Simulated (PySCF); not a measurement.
C₃H₅O (SMILES [CH2]C(C)=O), doublet (typed; the unrestricted solution is spin-contaminated), geometry from GFN2-xTB. Base run: PySCF with HF/STO-3G.

Geometry (Å):
```xyz
9

C      1.2393     0.1719     0.6384
C      0.0638    -0.0871    -0.1176
C     -1.2189     0.5031     0.4264
O      0.0862    -0.7512    -1.1525
H      1.2095     0.7536     1.5420
H      2.1836    -0.2206     0.3038
H     -1.4088     0.1174     1.4259
H     -2.0496     0.2458    -0.2244
H     -1.1302     1.5856     0.4899
```
Charge 0, spin multiplicity 2.
Orbitals are unrestricted.
All else is at PySCF's defaults.

The base run was repeated with changes; each row names its change, and settings that it needs were set with it.

```tsv
change	E (Eh)	HOMO (eV)	dipole (D)	<S^2>
base	-188.92036	-8.88	1.58	1.054
functional = b3lyp; dispersion = d3zero	-190.00118	-3.69	1.75	0.782
functional = blyp; dispersion = d3zero	-189.90114	-1.97	1.67	0.763
functional = mn15	-188.94201	-4.76	1.76	0.778
functional = b3lyp	-189.99748	-3.69	1.75	0.782
functional = m06l	-189.95459	-2.27	1.81	0.773
functional = pw6b95	-190.24443	-4.27	1.78	0.783
functional = camb3lyp	-189.89030	-5.43	1.77	0.795
functional = bhandhlyp	-189.90886	-5.91	1.77	0.843
functional = blyp	-189.89651	-1.97	1.67	0.763
functional = tpss	-190.06932	-2.29	1.67	0.770
functional = bp86	-190.00045	-2.14	1.70	0.763
functional = wb97x	-189.98123	-6.43	1.77	0.796
```

Totals shift with the method and basis; they matter in differences.

Open shells are given as the SCF converged; they aren't shown to be the lowest states, and a large step between rows can be another state.
